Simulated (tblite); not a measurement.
Species: C6H3O (doublet state).
SMILES: `C#Cc1[c]occ1`

Calculated harmonic vibrations of the isolated species, GFN2-xTB (tblite), most abundant isotopes, no scaling. Errors from tens to a few hundred cm⁻¹ against measured bands are possible. Open shells enter through the occupations alone, without spin polarisation, and single modes of such species can be off by tens of per cent.

Harmonic wavenumbers (cm⁻¹): 147.8, 151.8, 373.7, 445.7, 456.5, 567.0, 576.2, 650.1, 666.0, 753.4, 803.6, 836.8, 967.8, 1040.6, 1077.8, 1154.5, 1230.1, 1269.7, 1471.9, 1562.5, 2245.9, 3169.0, 3183.6, 3400.2.

A = 10567, B = 1925, C = 1628 MHz; mass 91.018 u (most abundant isotopes); point group Cs, symmetry number 1; spin multiplicity 2.

What is the zero-point energy?

½Σν̃ = 14101 cm⁻¹ = 40.32 kcal/mol.

Entropy at 350 K, 1 bar (ideal gas, RRHO, classical rotation)?

Translation 40.26, rotation 27.15, vibration 13.53, spin (R ln 2) 1.38: S = 82.3 cal/(mol K).

And Cp and H(350 K) − H(0)?

Cp = 26.80 cal/(mol K), of which vibrations give 18.85 (their classical limit is 24 R = 47.7); H(350 K) − H(0) = 5.66 kcal/mol without the zero-point energy, 2.88 from vibrations.

How do the functions run with temperature in this model?

```csv
T (K),S (cal/(mol K)),Cp (cal/(mol K)),H − H(0) (kcal/mol),G − H(0) (kcal/mol),ln q(vib)
100,60.6,11.3,0.92,-5.14,0.25
200,70.1,17.3,2.33,-11.69,1.05
300,78.4,23.9,4.40,-19.13,2.08
500,93.1,33.7,10.24,-36.32,4.51
800,110.9,41.8,21.70,-67.04,8.25
1000,120.6,44.9,30.39,-90.22,10.58
```

q(vib) and H(0) count from the zero-point level.

What must be added to the electronic energy to get the Gibbs energy at 350 K and 1 bar?

ZPE + [H(350 K) − H(0)] − T·S = 40.32 + 5.66 − 28.81 = 17.17 kcal/mol.

Blend soft modes into free rotors: weight 1/[1 + (100 cm⁻¹/ν̃)⁴] for the oscillator and the rest for a rotor with moment μB/(μ + B), μ = h/(8π²ν), B = 10⁻⁴⁴ kg m². What vibrational entropy results?

13.41 cal/(mol K) in place of 13.53, which changes −T·S at 350 K by +0.04 kcal/mol.

Which modes carry the vibrational entropy at 350 K?

147.8 cm⁻¹: 3.01; 151.8 cm⁻¹: 2.96; 373.7 cm⁻¹: 1.32; 445.7 cm⁻¹: 1.04; 456.5 cm⁻¹: 1.00; 567.0 cm⁻¹: 0.70 cal/(mol K); the other 18 give 3.50 together.

Hindered rotation and anharmonicity are outside this model.

The run took 0.19 s of wall time on one thread of an Arm Neoverse V1, no GPU, shared host with 32 logical CPUs at a one-minute load of 20. This covers the Hessian and the dipole derivatives.
